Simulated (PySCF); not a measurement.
# Electron correlation in Ni²⁺ (nickel, charge +2)

[Ar] 3d7 4p1, one real determinant (an excited configuration). All numbers are calculated (PySCF 2.14, the non-relativistic Hamiltonian (point nucleus), in def2-QZVPPD (11s6p5d4f2g, 100 functions)). Frozen: [Ar]; 8 electrons correlated.

| level | correlation energy (mhartree) |
| --- | --- |
| CCSD | -195.79 |
| (T) | -3.46 |
| CCSD(T) | -199.25 |

Diagnostics: T1 = 0.0079, D1 = 0.0223, largest double amplitude 0.032.

Is a single reference adequate?

Yes: T1 lies below 0.03 and no double amplitude reaches 0.07.

The reference is one real determinant that mixes LS terms of this configuration.
